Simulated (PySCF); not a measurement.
W(NH)(S)(SH)2 (H₃NS₃W), SMILES [NH]=[W](=[S])([SH])[SH], multiplicity 1. Heavy atoms are numbered as in [W:1](=[NH:2])(=[S:4])([SH:5])[SH:7]. Hydrogens are named by the atom that carries them.

Geometry: B3LYP-D3(BJ)/def2-SVP. The spin state was assumed, not searched. The structure was generated by enumeration; whether it is a known compound was not checked. The def2 effective core potentials stand for the cores of W; spin–orbit coupling is left out. One conformer was computed; it need not be the lowest.

Method: PBE/def2-TZVP in PySCF.

ESP charges are fitted to the potential on shells at 1.4 to 2.0 van der Waals radii. Atomic charges (e), one atom of each kind:

| atom | Mulliken | ESP fit | Löwdin |
|---|---|---|---|
| W1 | 0.83 | 0.19 | -0.29 |
| N2 (NH) | -0.48 | -0.38 | ? |
| H on N2 | 0.25 | 0.32 | ? |
| S4 | -0.28 | -0.13 | 0.10 |
| S5 (SH) | -0.34 | -0.19 | ? |
| H on S5 | 0.18 | 0.19 | 0.07 |

Question: What belongs in the gaps? (An estimate is asked for; the answer gives what the named calculation found.)

Answer: 
- N2 (NH), Löwdin: -0.29
- H on N2, Löwdin: 0.16
- S5 (SH), Löwdin: 0.09
